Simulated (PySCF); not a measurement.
Species: C₆H₁₂N₂.
Atom-mapped SMILES: `[CH2:1]=[CH:2][N:3]1[NH:4][CH2:5][CH2:6][C@@H:7]1[CH3:8]` (hydrogens: H9, H10 on C1; H11 on C2; H12 on N4; H13, H14 on C5; H15, H16 on C6; H17 on C7; H18, H19, H20 on C8)

The same species was optimised twice, with GFN2-xTB and with PBE0-D3(BJ)/def2-SVP (PySCF), and the same property calculations (PySCF, gas phase) were run on both structures.

| coordinate | GFN2-xTB | PBE0-D3(BJ)/def2-SVP | change |
| --- | --- | --- | --- |
| C1=C2 (Å) | 1.330 | 1.343 | +0.013 |
| N3–N4 (Å) | 1.417 | 1.410 | -0.007 |
| C7–C8 (Å) | 1.525 | 1.519 | -0.006 |
| N3–C7 (Å) | 1.455 | 1.461 | +0.006 |
| C6–C7 (Å) | 1.551 | 1.556 | +0.005 |
| C2–N3 (Å) | 1.382 | 1.386 | +0.004 |
| C5–C6 (Å) | 1.536 | 1.537 | +0.001 |
| N4–C5 (Å) | 1.463 | 1.463 | 0.000 |
| N3–C7–C8 (°) | 109.3 | 110.9 | +1.6 |
| C2–N3–N4 (°) | 120.3 | 118.9 | -1.4 |
| C6–C7–C8 (°) | 111.8 | 113.0 | +1.2 |
| N3–C7–C6 (°) | 104.5 | 103.5 | -1.0 |
| N4–C5–C6 (°) | 102.5 | 101.9 | -0.6 |
| C2–N3–C7 (°) | 119.2 | 118.6 | -0.6 |
| N3–N4–C5 (°) | 105.7 | 105.2 | -0.5 |
| N4–N3–C7 (°) | 103.5 | 103.1 | -0.4 |
| C1–C2–N3–N4 (°) | 20 | 17 | -3 |

Rotational constants: A = 3288, B = 1760, C = 1416 MHz (GFN2-xTB) against A = 3315, B = 1762, C = 1431 MHz (PBE0-D3(BJ)/def2-SVP). Point groups within 0.08 Å: C1 and C1.

On the GFN2-xTB structure: HOMO (eV) -5.45 [PBE0/pcSseg-1]; LUMO (eV) 0.99 [PBE0/pcSseg-1]; dipole (D) 1.70 [PBE0/pcSseg-1]; GIAO shielding of C1 (ppm) 108.1 [PBE0/pcSseg-1]; GIAO shielding of C2 (ppm) 38.6 [PBE0/pcSseg-1]; GIAO shielding of N3 (ppm) 111.0 [PBE0/pcSseg-1]; GIAO shielding of N4 (ppm) 168.9 [PBE0/pcSseg-1]; GIAO shielding of C5 (ppm) 142.0 [PBE0/pcSseg-1]; GIAO shielding of C6 (ppm) 150.5 [PBE0/pcSseg-1]; GIAO shielding of C7 (ppm) 125.6 [PBE0/pcSseg-1]; GIAO shielding of C8 (ppm) 161.2 [PBE0/pcSseg-1].

Q: What do these properties become on the PBE0-D3(BJ)/def2-SVP structure?

A: 
```
                                    property          level  on GFN2-xTB  on PBE0-D3(BJ)/def2-SVP  change
                                   HOMO (eV)  PBE0/pcSseg-1        -5.45                    -5.52   -0.07
                                   LUMO (eV)  PBE0/pcSseg-1         0.99                     0.89   -0.10
                                  dipole (D)  PBE0/pcSseg-1         1.70                     1.55   -0.15
energy, GFN2-xTB geometry as zero (kcal/mol)  PBE0/pcSseg-1          0.0                     -0.7    -0.7
                  GIAO shielding of C1 (ppm)  PBE0/pcSseg-1        108.1                    103.4    -4.7
                  GIAO shielding of C2 (ppm)  PBE0/pcSseg-1         38.6                     35.2    -3.4
                  GIAO shielding of N3 (ppm)  PBE0/pcSseg-1        111.0                    110.3    -0.7
                  GIAO shielding of N4 (ppm)  PBE0/pcSseg-1        168.9                    170.3    +1.4
                  GIAO shielding of C5 (ppm)  PBE0/pcSseg-1        142.0                    142.0     0.0
                  GIAO shielding of C6 (ppm)  PBE0/pcSseg-1        150.5                    148.4    -2.1
                  GIAO shielding of C7 (ppm)  PBE0/pcSseg-1        125.6                    124.8    -0.8
                  GIAO shielding of C8 (ppm)  PBE0/pcSseg-1        161.2                    160.4    -0.8
```

The heavy atoms differ by 0.062 Å rms after alignment. Among bonds between heavy atoms C1=C2 changes most (+0.013 Å). Changes are differences of the printed values. Neither structure is proved a minimum here.
